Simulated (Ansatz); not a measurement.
A nudged elastic band was laid between two geometries of C$_{2}$H$_{5}$NSi (9 atoms, charge 0, multiplicity 1).

Level of theory: UKS PBE-D4/def2-SVP (Ansatz 0.2.0).

```yaml
movable_images: 9
climbing_image: yes
spring: 5.0 eV/Å²
optimiser: quadratic models (default)
start_path: through a guess of the saddle point
force_threshold: 0.03 eV/Å
iteration_limit: 60
end_points: relaxed
```

Image 0:

```xyz
9
Properties=species:S:1:pos:R:3
N 2.729 -0.420 -0.148
C 1.672 0.067 -0.284
C 0.337 0.625 -0.420
Si -1.000 -0.472 0.419
H 0.084 0.739 -1.496
H 0.303 1.639 0.032
H -2.332 0.195 0.216
H -1.003 -1.829 -0.220
H -0.701 -0.588 1.884
```

Image 10:

```xyz
9
Properties=species:S:1:pos:R:3
N 2.735 -0.416 -0.155
C 1.674 0.067 -0.285
C 0.338 0.622 -0.418
Si -1.002 -0.473 0.419
H 0.304 1.636 0.036
H 0.083 0.738 -1.493
H -2.332 0.197 0.213
H -1.005 -1.830 -0.219
H -0.706 -0.588 1.885
```

(1) Which bonds break or form, and what moves?

(2) Give the energies along the band, and the barrier.

(3) What is the geometry of the highest image?

## Answers

(1) No bond is made or broken.  The two ends are copies of one structure, up to a mirror image or an exchange of like atoms.

(2) The run converged. The highest image is number 5 of 0 to 10, 3.63 eV above the ends, which have the same energy within 2 meV. Neighbouring images differ by up to 1.5 eV, so the band resolves the path poorly. A vibrational analysis at the climbing image gives one clearly imaginary mode, 1212i cm⁻¹: a first-order saddle point.

| image | path coordinate (Å) | energy (eV) |
| --- | --- | --- |
| 0 | 0.00 | 0.00 |
| 1 | 0.51 | 0.08 |
| 2 | 1.01 | 0.45 |
| 3 | 1.52 | 1.39 |
| 4 | 2.02 | 2.80 |
| 5 | 2.53 | 3.63 |
| 6 | 3.02 | 2.80 |
| 7 | 3.51 | 1.31 |
| 8 | 4.00 | 0.41 |
| 9 | 4.49 | 0.07 |
| 10 | 4.99 | 0.00 |

(3) 
```xyz
9
Properties=species:S:1:pos:R:3
N 2.171 -0.968 0.018
C 1.367 -0.157 -0.315
C 0.416 0.765 -0.794
Si -0.787 -0.452 0.428
H 0.797 1.796 -0.934
H -0.594 1.067 -0.364
H -2.170 0.156 0.415
H -0.815 -1.744 -0.314
H -0.296 -0.510 1.841
```

Time of the run: 5.5 min on 2 threads of AMD EPYC 9R45 96-Core Processor (Zen 5) (shared host), peak memory 0.17 GiB.
